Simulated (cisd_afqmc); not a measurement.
Input (AFQMC/CISD/cc-pVTZ; cisd_afqmc is a phaseless AFQMC code with CISD trial states that reads the integrals written by Ansatz):

Ansatz 0.2 input:
```python
import cisd_afqmc

open("ham.yaml", "w").write("""\
crystal:
  periodic: [false, false, false]
  atoms:
    - {symbol: C, position_ang: [-1.50946924, 0.13525763, -0.02954702]}
    - {symbol: C, position_ang: [-0.14239835, -0.47916043, -0.10548602]}
    - {symbol: C, position_ang: [1.02416038, 0.26214254, -0.58559615]}
    - {symbol: O, position_ang: [0.83826806, 0.01922123, 0.81226500]}
    - {symbol: H, position_ang: [-2.05693779, -0.25112329, 0.83255523]}
    - {symbol: H, position_ang: [-2.08462067, -0.10001904, -0.92820269]}
    - {symbol: H, position_ang: [-1.43877541, 1.21922917, 0.06660484]}
    - {symbol: H, position_ang: [-0.11998649, -1.56214572, -0.21072860]}
    - {symbol: H, position_ang: [0.90406969, 1.29704487, -0.89351414]}
    - {symbol: H, position_ang: [1.85634932, -0.26619439, -1.04105946]}
basis:
  gaussian:
    orbitals: cc-pVTZ
magnetization: {spin_polarized: false}
correlation: {method: ccsd, electrons: outside_noble_gas, hamiltonian_folder: ham}
""")
rep = cisd_afqmc.ansatz("ham.yaml")
e_ccsd = rep["correlation"]["coupled_cluster"]["energy"]["hartree"]
out = cisd_afqmc.run("ham", e_ccsd, trial="CISD", walkers=1000, populations=1, threads=12, dt=0.005, steps=40, early=24, settle=10, least=100,
    cut=5e-5, rank_cut=2e-4, target=0.0004, seconds=1500, seed=4, memory=62639, gpu=True)
```

Output:

```
orbitals 200, occupied [12], factors 1062 of 1163, rank of the doubles 665 of 2256
E(HF) = -191.981050
E(CCSD) on the cut factors = -192.758886, shift to the whole factors -0.000014
Energy of the trial state on the determinant = -192.758854
  tau behind 7.2 of longer steps, mean of the populations' last blocks
   2.0  -192.79356
   4.0  -192.79320
   6.0  -192.79023
   8.0  -192.79264
  10.0  -192.79240
  12.0  -192.79285
  14.0  -192.79274
  16.0  -192.79197
  18.0  -192.79397
  20.0  -192.79503
  22.0  -192.79290
  24.0  -192.79267
  26.0  -192.79376
  28.0  -192.79340
  30.0  -192.79300
  32.0  -192.79770
  34.0  -192.79089
  36.0  -192.79228
blocks 176 (0 outliers left out), error by blocks joined: 1: 0.00027, 2: 0.00032, 4: 0.00038, 8: 0.00039
E(AFQMC/CISD) = -192.79299 +/- 0.00039
```
